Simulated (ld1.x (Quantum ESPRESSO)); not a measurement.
mercury: variants of one TM semilocal potential

Base potential:

Hg (Z = 80), norm-conserving Troullier–Martins (semilocal form), made with ld1.x (Quantum ESPRESSO) 7.5 (LDA (PZ), scalar-relativistic). Core [Xe] 4f14, reference 5d10 6s2 6p0. Waves: 6s (bound): rc 2.15 bohr; 5d (bound): rc 1.90 bohr; 6p (bound, empty): rc 2.50 bohr. Local part: the p channel. Core correction: none.

All-electron outer shells of the reference configuration (LDA (PZ), scalar-relativistic, ld1.x):

```csv
shell,level (eV),outermost node (bohr),outermost maximum (bohr)
4f,-96.34,–,0.37
5p,-66.76,0.51,0.92
5d,-10.07,0.55,1.17
6s,-7.13,1.08,2.21
6p,-1.19,1.27,3.26
```

Cutoffs, loose and tight: the cutoffs (Ry, on a coarse ladder) from which the occupation-weighted sum of valence levels, in a spherical-Bessel basis at the reference potential, stays within 10 and 1 mRy of its value at 400 Ry. They do not see the model core or the augmentation charge, which bear on the density cutoff. Test errors are all-electron minus pseudo excitation energies from the reference, over the configurations 5d10 6s1 6p0; 5d10 6s0 6p0; 5d9 6s0 6p0; 5d8 6s0 6p0; 5d10 6s1 6p1; 5d10 6s1.5 6p0; 5d9 6s2 6p0 (two spin-polarised tests are not counted in the largest error). A dash means not determined; rows that change the core or the reference have their own tests.

A semilocal file is local in each channel, so a ghost entry of none says nothing of the separable form that plane-wave codes build from it.

| change | outcome | cutoff, loose | cutoff, tight | bound ghosts | largest test error (meV) |
| --- | --- | --- | --- | --- | --- |
| base | generated | 50 Ry | 70 Ry | none | +36 |
| all radii scaled by about 0.75 (s 1.60, p 1.86, d 1.42 bohr) | generated | 70 Ry | 120 Ry | none | -52 |
| all radii scaled by about 0.81 (s 1.74, p 2.02, d 1.52 bohr) | generated | 50 Ry | 90 Ry | none | -26 |
| all radii scaled by about 0.88 (s 1.90, p 2.20, d 1.68 bohr) | generated | 50 Ry | 70 Ry | none | +32 |
| all radii scaled by about 0.96 (s 2.06, p 2.40, d 1.82 bohr) | generated | 50 Ry | 70 Ry | none | +37 |
| all radii scaled by about 1.05 (s 2.26, p 2.64, d 2.00 bohr) | generated | 45 Ry | 70 Ry | none | +30 |
| all radii scaled by about 1.16 (s 2.50, p 2.90, d 2.22 bohr) | generated | 40 Ry | 60 Ry | none | -73 |
| all radii scaled by about 1.26 (s 2.72, p 3.16, d 2.40 bohr) | generated | 40 Ry | 60 Ry | none | -203 |
| all radii scaled by about 1.31 (s 2.82, p 3.28, d 2.50 bohr) | generated | 40 Ry | 55 Ry | none | -323 |
| all radii scaled by about 1.38 (s 2.96, p 3.46, d 2.62 bohr) | generated | 35 Ry | 55 Ry | none | -466 |

Task: What comes out with this change to the base: all radii scaled by about 1.12 (s 2.42, p 2.80, d 2.14 bohr)?

Result: outcome: generated; cutoff, loose: 45 Ry; cutoff, tight: 60 Ry; bound ghosts: none; largest test error (meV): -42.

Reading the sweep of the scale of all radii (base = 1) (base included, trends over the rows without a ghost): The loose cutoff falls from 70 Ry at 0.75 to 35 Ry at 1.38. A larger radius leaves more room for a smooth pseudo-wave, so fewer plane waves are needed; a smaller one forces it to follow the all-electron wave where it bends sharply. The median size of the test errors (rows with all tests solved) is not monotonic: lowest 5.6 meV at 1.12, highest 36.2 meV at 1.38.
